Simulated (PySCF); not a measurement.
Species: C6H10O2.
Cartesian coordinates in Å at the GFN2-xTB level; atoms count from 1:
```
atom  x, y, z in Å
C1     2.832    1.016   -0.431
O2     1.503    0.818   -0.859
C3     0.935   -0.379   -0.396
C4    -0.448   -0.503   -0.971
C5    -1.343   -0.352   -0.007
C6    -2.827   -0.344   -0.082
C7    -0.620   -0.168    1.300
O8     0.750   -0.388    1.004
H9     2.890    1.044    0.661
H10    3.483    0.215   -0.803
H11    3.146    1.971   -0.846
H12    1.607   -1.221   -0.646
H13   -0.608   -0.631   -2.022
H14   -3.215    0.593    0.313
H15   -3.240   -1.155    0.516
H16   -3.156   -0.459   -1.111
H17   -0.773    0.845    1.699
H18   -0.924   -0.894    2.061
```

Method: B3LYP/def2-SVPD in PySCF (dipole) on a GFN2-xTB geometry, gas phase.

Take the most abundant isotopes and a rigid rotor. The values belong to one conformer with, in the numbering `[CH3:1][O:2][C@@H:3]1[CH:4]=[C:5]([CH3:6])[CH2:7][O:8]1`, C1–O2–C3–C4 -177°, O2–C3–C4–C5 -110°, C4–C5–C7–O8 -7°, C5–C7–O8–C3 13°, O2–C3–O8–C7 103°.

Question: Give the principal moments of inertia and the rotational constants in cm⁻¹.

Answer: Ia = 97.96, Ib = 387.27, Ic = 439.26 u·Å²; 505379 MHz·u·Å²/I gives 5159, 1305 and 1151 MHz, that is A = 0.17208, B = 0.04353, C = 0.03838 cm⁻¹.

Question: What kind of rotor is it?

Answer: A near-prolate asymmetric top. Ray's parameter κ = (2B − A − C)/(A − C) = -0.923; −1 is the prolate and +1 the oblate limit.

Question: What does the inertial defect say?

Answer: Not planar: Δ = Ic − Ia − Ib = -45.97 u·Å². For a rigid frame Δ = −2 Σ m c², so Σ m c² = 22.99 u·Å² lies off the ab plane: 8.81 from hydrogen and 14.18 from heavier atoms. The atom farthest from that plane is 1.58 Å away.

Question: Give the other two planar moments, Paa and Pbb, and the rms extents of the mass along the axes.

Answer: Paa = Σ m a² = (Ib + Ic − Ia)/2 = 364.28 and Pbb = Σ m b² = (Ia + Ic − Ib)/2 = 74.98 u·Å². With the mass M = 114.07 u, the rms extents √(P/M) along a, b and c are 1.79, 0.81, 0.45 Å.

Question: Where do the levels up to J = 4 lie, in MHz?

Answer: Above 0(0,0):
J = 1: 1(0,1) 2456, 1(1,1) 6309, 1(1,0) 6464
J = 2: 2(0,2) 7362, 2(1,2) 11066, 2(1,1) 11529, 2(2,1) 23091, 2(2,0) 23096
J = 3: 3(0,3) 14710, 3(1,3) 18198, 3(1,2) 19125, 3(2,2) 30458, 3(2,1) 30481, 3(3,1) 50116, 3(3,0) 50117
J = 4: 4(0,4) 24487, 4(1,4) 27702, 4(1,3) 29246, 4(2,3) 40276, 4(2,2) 40344, 4(3,2) 59947, 4(3,1) 59948, 4(4,1) 87457, 4(4,0) 87457

Question: Predict some low-J microwave lines.

Answer: The dipole components are |μa| = 1.28 D, |μb| = 0.13 D, |μc| = 0.16 D. Intensities carry the squares of the components, which stand as 1.00 : 0.01 : 0.02 (a : b : c). Some lines, for components of 0.1 D or more:

| type | branch | J(Ka,Kc) | MHz | lower level (cm⁻¹) |
| --- | --- | --- | --- | --- |
| c | Q | 4(1,4) ← 4(0,4) | 3215 | 0.817 |
| c | Q | 3(1,3) ← 3(0,3) | 3488 | 0.491 |
| c | Q | 2(1,2) ← 2(0,2) | 3704 | 0.246 |
| b | Q | 1(1,0) ← 1(0,1) | 4008 | 0.082 |
| b | Q | 4(1,3) ← 4(0,4) | 4759 | 0.817 |
| c | R | 1(1,0) ← 0(0,0) | 6464 | 0.000 |
| a | R | 3(0,3) ← 2(0,2) | 7348 | 0.246 |
| a | R | 3(1,2) ← 2(1,1) | 7595 | 0.385 |
| b | R | 2(1,2) ← 1(0,1) | 8611 | 0.082 |
| c | R | 2(1,1) ← 1(0,1) | 9074 | 0.082 |
| a | R | 4(1,4) ← 3(1,3) | 9504 | 0.607 |
| a | R | 4(2,3) ← 3(2,2) | 9819 | 1.016 |
| c | Q | 3(2,2) ← 3(1,2) | 11333 | 0.638 |
| b | Q | 3(2,2) ← 3(1,3) | 12260 | 0.607 |
| b | R | 3(2,1) ← 2(1,2) | 19414 | 0.369 |
| c | R | 4(2,2) ← 3(1,2) | 21220 | 0.638 |

No GFN2-xTB frequencies stand behind this structure, so it isn't proved a minimum. Constants of a rigid frame at the computed geometry: no zero-point averaging, no centrifugal distortion. A rigid rotor knows nothing of internal rotation, which can split or shift real lines.

The run took 43 s wall on Arm Neoverse V2, one thread, shared host, and the process peaked at 0.97 GiB of memory. This is the B3LYP/def2-SVPD job that gave the dipole, with the excitations it also computed.
